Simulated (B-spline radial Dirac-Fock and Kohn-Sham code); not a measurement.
# Binding energies of Ce³²⁺

System: cerium as Ce³²⁺, configuration [Ar] 3d8; nuclear rms radius 4.8771 fm (A = 140).

Input file task.json (cfg lists n, l and occupation; rrms is the nuclear radius in fm):

```json
{"items": [{
  "Z": 58,
  "q": 32,
  "cfg": [[1, 0, 2], [2, 0, 2], [2, 1, 6], [3, 0, 2], [3, 1, 6], [3, 2, 8]],
  "A": 140,
  "rrms": 4.8771,
  "do": ["binding"]
}]}
```

Command: `python xray_run.py task.json out`

Calculated with a radial atomic solver, using Dirac-Fock energy differences between relaxed states, corrected for Breit and QED terms. Correlation and solid-state effects are left out. Energies are counted from the vacuum level.

All terms are in eV, carry their sign (relaxation lowers the binding energy) and add up to the binding energy; ⟨r⟩ is the mean radius of the orbital in the initial state.

| subshell | −ε (Koopmans) | relaxation | Gaunt | retardation | QED | binding energy | ⟨r⟩ (bohr) |
| --- | --- | --- | --- | --- | --- | --- | --- |
| K | 41994.3 | -44.90 | -112.64 | 9.42 | -52.97 | 41793.2 | 0.025 |
| L1 | 7897.4 | -16.08 | -11.42 | 0.74 | -7.00 | 7863.6 | 0.104 |
| L2 | 7519.3 | -19.22 | -19.71 | 2.17 | 0.35 | 7482.9 | 0.088 |
| L3 | 7067.9 | -17.83 | -14.12 | 2.67 | -0.42 | 7038.2 | 0.094 |
| M1 | 2628.2 | -2.34 | -2.26 | 0.16 | -1.62 | 2622.2 | 0.269 |
| M2 | 2469.3 | -2.74 | -3.89 | 0.44 | 0.04 | 2463.2 | 0.258 |
| M3 | 2372.0 | -2.45 | -2.72 | 0.56 | -0.12 | 2367.3 | 0.269 |
| M4,5 | 2104.2 | -3.39 | -1.37 | 0.20 | 0.08 | 2099.7 | 0.241 |

For the deepest level, K (1s), the Breit terms make up -0.247 % of the binding energy, QED -0.127 % and orbital relaxation -0.107 %.

Spin-orbit splittings: 2p 444.7 eV, 3p 95.94 eV.

Going to the tabulated ground configuration of the next ion removes an electron from M4,5 (3d), computed at 2099.7 eV. NIST lists 2087 ± 4 eV as the ionisation energy of this species (theoretical), -12.69 eV from the computed value. Where a p, d or f shell is open in either ion the computed value averages over both j values and all terms, while the table refers to the lowest levels; that difference holds spin-orbit splitting (largest in heavy or highly charged ions), term energies where several electrons share open shells, and correlation, and it can reach 10 % or more.
